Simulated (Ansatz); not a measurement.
Geometry optimisation, RKS B3LYP-D4/def2-SVP (Ansatz 0.2.0).

Input:

```yaml
crystal:
  periodic: [false, false, false]
  atoms:
    - { symbol: W, position_ang: [0.0, 0.0, 0.0] }
    - { symbol: F, position_ang: [0.0, 0.0, 2.2] }
    - { symbol: Cl, position_ang: [2.39, 0.0, 0.0] }
    - { symbol: Cl, position_ang: [0.0, 2.39, 0.0] }
    - { symbol: Cl, position_ang: [-2.39, 0.0, 0.0] }
    - { symbol: Cl, position_ang: [0.0, -2.39, 0.0] }
    - { symbol: H, position_ang: [0.0, 0.0, -1.72] }
    - { symbol: H, position_ang: [1.3275, 1.3829, 0.637] }
    - { symbol: H, position_ang: [0.9769, 1.0177, 1.6302] }
basis:
  gaussian: { orbitals: def2-SVP }
hamiltonian:
  xc: b3lyp
  dispersion: d4
relax:
  f_tol: 0.15
  max_steps: 25
  restrain:
    - { distance: [0, 7], at: 2.92, k: 30.0 }
    - { distance: [8, 1], at: 2.12, k: 30.0 }
    - { distance: [0, 1], at: 1.85, k: 30.0 }
    - { distance: [8, 7], at: 0.66, k: 30.0 }
```

Run as:

```bash
$ ansatz run input.yaml --threads 4 --pin off --max-ram 5120MiB --backend cpu --events-out ev --progress --plain --runs-dir out
```

Task: Where does it end, and by what steps?

Result: The run converged. The restraints hold the end off the free minimum; the threshold counts their pulls, which the force column leaves out. Restrained pairs: W1–H8 (2.02 → 2.93 Å), F2–H9 (1.52 → 2.13 Å), W1–F2 (2.20 → 1.86 Å), H8–H9 (1.11 → 0.72 Å). After 17 steps the energy has fallen by 4.345 eV (the restraints' own energy left out); Cl6 moved furthest, 1.71 Å.

| step | energy less start (eV) | largest force component (eV/Å) | accepted |
| --- | --- | --- | --- |
| 0 | 0.0000 | 3.196 | yes |
| 1 | -0.3128 | 3.651 | yes |
| 2 | -1.0084 | 2.708 | yes |
| 3 | -1.9493 | 2.806 | yes |
| 4 | -3.0403 | 2.818 | yes |
| 5 | -3.6082 | 1.987 | yes |
| 6 | -3.8839 | 0.880 | yes |
| 7 | -3.9393 | 1.712 | yes |
| 8 | -3.9438 | 1.672 | yes |
| 9 | -3.9773 | 1.493 | yes |
| 10 | -4.0285 | 1.249 | yes |
| 11 | -4.0876 | 1.135 | yes |
| 12 | -4.1527 | 1.297 | yes |
| 13 | -4.2021 | 1.678 | yes |
| 14 | -4.2359 | 1.740 | yes |
| 15 | -4.2982 | 1.625 | yes |
| 16 | -4.3389 | 1.355 | yes |
| 17 | -4.3453 | 1.525 | yes |

```xyz
9
Properties=species:S:1:pos:R:3
W -0.149 -0.178 0.217
F -0.007 0.484 1.954
Cl 1.798 -1.278 0.763
Cl -0.918 1.882 -0.473
Cl -2.352 -0.806 0.657
Cl -0.358 -1.708 -1.527
H 0.829 0.350 -1.032
H 1.836 1.906 0.761
H 1.626 1.749 1.427
```

The run took 29 s on 4 threads of AMD EPYC 9R45 96-Core Processor (Zen 5), with other jobs on the host, peak memory 0.42 GiB.
